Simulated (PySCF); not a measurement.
## A ladder for the ionisation energy of La²⁺

La²⁺ [Xe] 5d1 (2D) → La³⁺ [Xe] (1S). Scalar values calculated with PySCF 2.14 in ANO-RCC-VTZP (spin-free X2C; valence: [Kr] 4d10 frozen; valence and next inner shell: [Ar] 3d10 frozen). The spin-orbit shift comes from two-component X2C-1e calculations (generalised Hartree-Fock, GHF, and MP2 on its spinors, GMP2) in x2c-TZVPPall-2c: GMP2 gives 18.543 eV without and 18.680 eV with screened spin-orbit coupling, a shift of 0.137 eV (GHF: 0.098 eV). Sums use unrounded values; where a UHF row is shifted, it takes the GHF shift.

| method | scalar (eV) | plus spin-orbit shift (eV) | error (eV) |
| --- | --- | --- | --- |
| UHF | 18.226 | 18.324 | -0.854 |
| LDA | 19.307 | 19.444 | 0.267 |
| PBE | 19.322 | 19.459 | 0.282 |
| PBE0 | 19.254 | 19.392 | 0.214 |
| r2SCAN | 19.174 | 19.311 | 0.134 |
| BHandHLYP | 19.034 | 19.171 | -0.006 |
| LC-wPBE | 19.197 | 19.334 | 0.157 |
| M06 | 19.176 | 19.313 | 0.136 |
| MP2 (valence) | 18.837 | 18.974 | -0.203 |
| SCS-MP2 (valence) | 18.787 | 18.924 | -0.253 |
| MP2 (valence and next inner shell) | 18.831 | 18.969 | -0.209 |
| SCS-MP2 (valence and next inner shell) | 18.783 | 18.920 | -0.257 |
| CCSD (valence) | 18.907 | 19.045 | -0.133 |
| CCSD(T) (valence) | 18.945 | 19.082 | -0.095 |

Reference: 19.177 eV (measured; NIST Atomic Spectra Database, ionization energies).

The errors of the correlated levels include the incompleteness of the basis and the frozen core, so a lower level can come closer by cancellation.
